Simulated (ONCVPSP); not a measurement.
# silver (Ag): one change to an ONCV potential, before and after

| Item | Value |
| --- | --- |
| Element | Ag |
| Generator | ONCVPSP 4.0.1 |
| Type | optimised norm-conserving Vanderbilt (ONCV) |
| Functional | LDA (Perdew-Wang 92) |
| Relativity | scalar-relativistic |
| Frozen core | [Ar] 3d10 4s2 |
| Valence charge | 17 |
| Reference configuration | 4p6 4d10 5s1 |
| Partial waves | 5s: rc 2.55 bohr, ncon 4, nbas 7, qcut 3 1/bohr, 2 projectors, debl 1.4 Ha; 4p: rc 1.05 bohr, ncon 4, nbas 7, qcut 9.3 1/bohr, 2 projectors, debl 3.2 Ha; 4d: rc 1.65 bohr, ncon 4, nbas 9, qcut 10.9 1/bohr, 2 projectors, debl 1.1 Ha |
| Local potential | polynomial inside 1.05 bohr (lpopt 5, dvloc0 6 Ha) |
| Core correction | Teter function, fcfact 2.5, rcfact 1.8 |

Change: d: rc 2.28.

Cutoffs: the cutoffs (Ha) at which the residual kinetic energy of the hardest occupied pseudo-wave falls to 1 and 0.1 mHa per electron; they do not see the model core or the augmentation charge, which bear on the density cutoff. Errors are all-electron minus pseudo energies relative to the spin-unpolarised reference configuration.

How do hardness, ghosts and transferability respond?

The potential gets neither clearly harder nor softer (45 Ha and 121 Ha → 45 Ha and 121 Ha); both files keep a bound ghost (s); of the 4 tests that both files solve, the error grows in 0 and shrinks in 3 by more than 15 % and 0.3 meV (median size 18.3 → 9.2 meV). That the errors move this way runs against the usual rule that smaller radii transfer better.

| quantity | base | changed |
| --- | --- | --- |
| cutoff, loose | 45 Ha | 45 Ha |
| cutoff, tight | 121 Ha | 121 Ha |
| loose cutoff by channel | s 3.9 Ha, p 45 Ha, d 34 Ha | s 3.9 Ha, p 45 Ha, d 32 Ha |
| bound ghosts | s | s |
| GHOST(+) flags under 300 eV | none | none |
| error for 4p6 4d10 5s0, meV [ΔE 8.10 eV] | -11 | -11 |
| error for 4p6 4d9 5s0, meV [ΔE 30.48 eV] | +8.2 | +6.2 |
| error for 4p6 4d8 5s0, meV [ΔE 66.92 eV] | +26 | +7.0 |
| error for 4p5 4d10 5s1, meV [ΔE 65.35 eV] | -82 | -68 |
| s: phases at 2.59 bohr within 0.05 rad from the reference energy up to (Ha; the scan ends near 5) | n/a | n/a |
| p: phases at 1.07 bohr within 0.05 rad from the reference energy up to (Ha; the scan ends near 5) | to the end of the scan | to the end of the scan |
| rms error of d²Exc/dni dnj with the model core, mHa | 0.19 | 0.22 |

 A true bound ghost makes a file unfit for plane-wave use even where its test errors are small: the radial tests pick states by their node count and pass the ghost by.
